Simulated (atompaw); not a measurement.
cobalt (Co): one change to a PAW (atompaw) potential, before and after

Co (Z = 27), PAW, made with atompaw 4.2.0.5 (PBE, scalar-relativistic). Core [Ne], reference 3s2 3p6 3d7 4s2 4p0. Waves: 3s (bound): rc 1.10 bohr; 4s (bound): rc 1.65 bohr; 3p (bound): rc 1.35 bohr; 4p (bound, empty): rc 1.65 bohr; 3d (bound): rc 1.50 bohr; 3d channel at 0.2 Ry: rc 1.65 bohr. Local part: troulliermartins scheme with l = 3 at 0.5 Ry, radius 1.45 bohr. Core correction: smooth core density matched at 1.30 bohr. Augmentation charge: besselshape compensation charge, radius 1.50 bohr; PAW radius 1.65 bohr; waves and projectors: modrrkj vanderbiltortho.

Change: all radii scaled by about 1.18 (s 1.30, p 1.60, d 1.78 bohr); local potential troulliermartins scheme with l = 3 at 0.5 Ry, radius 1.72 bohr; augmentation besselshape compensation charge, radius 1.78 bohr; PAW radius 1.96 bohr; waves and projectors: modrrkj vanderbiltortho; core correction smooth core density matched at 1.54 bohr.

Cutoffs: the cutoffs (Ry, on a coarse ladder) from which the occupation-weighted sum of valence levels, in a spherical-Bessel basis at the reference potential, stays within 10 and 1 mRy of its value at 400 Ry; they do not see the model core or the augmentation charge, which bear on the density cutoff.

Problem. What does the change do?

Solution. The potential gets softer (70 Ry and 110 Ry → 45 Ry and 80 Ry); neither file shows a bound ghost. A larger radius leaves more room for a smooth pseudo-wave, so fewer plane waves are needed.

```csv
quantity,base,changed
"cutoff, loose",70 Ry,45 Ry
"cutoff, tight",110 Ry,80 Ry
loose cutoff by channel (10 mRy a level),"s 30 Ry, p 35 Ry, d 35 Ry","s 25 Ry, p 25 Ry, d 25 Ry"
bound ghosts,none,none
lowest overlap eigenvalue by channel,"s 0.63, p 0.78, d 0.71","s 0.72, p 1.00, d 0.84"
```

 The cutoffs see the waves, projectors and local potential, not the compensation charge or the core.
